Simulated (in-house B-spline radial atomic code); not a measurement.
Configurations of Al4+, with energies counted from [He] 2s2 2p5. All numbers are computed (non-relativistic B97-1, spin-polarised, spherical fractional occupations, exact exchange averaged over the configuration; point nucleus) with a B-spline radial code for spherical atoms, not measured. Shells without spins written out take the highest spin.

Occupations are held fixed; configurations that lie above the ionisation limit could autoionise.

```
   configuration  E - E(ref) (eV)  highest orbital  its <r> (bohr)
    [He] 2s1 2p6           39.219          2p down          0.5713
[He] 2s2 2p4 3s1           93.816            3s up           1.724
[He] 2s2 2p4 3d1           113.95            3d up           1.903
```

Q: Order these further configurations by energy, lowest first.
A. [He] 2s1 2p5 3p1
B. [He] 2s1 2p5 3s1
C. [He] 2s1 2p5 3d1
D. [He] 2s2 2p4 3p1

A: D (102.44 eV), B (131.12 eV), A (139.81 eV), C (151.12 eV).
